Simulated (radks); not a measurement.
Initial-state core-level shifts of neutral rubidium when its valence configuration changes from [Kr] 5s1. All-electron calculation, Dirac Kohn-Sham, PBE, spin-unpolarised, spherical densities, point nucleus; open shells fill j = l - 1/2 first. Program: a radial shooting solver on a logarithmic mesh with Libxc functionals. Shifts are changes of the shell-averaged eigenvalues in eV (positive: less bound).

| valence | 2s | 3s | 4s | 4p |
|---|---|---|---|---|
| 4d0.5 5s0.5 | -0.774 | -0.772 | -0.747 | -0.742 |
| 4d1 | -1.261 | -1.257 | -1.204 | -1.198 |
| 5p1 | -1.415 | -1.416 | -1.402 | -1.372 |
| 5s0.5 5p0.5 | -0.724 | -0.724 | -0.718 | -0.704 |
| 4d0.5 5p0.5 | -1.274 | -1.272 | -1.237 | -1.222 |
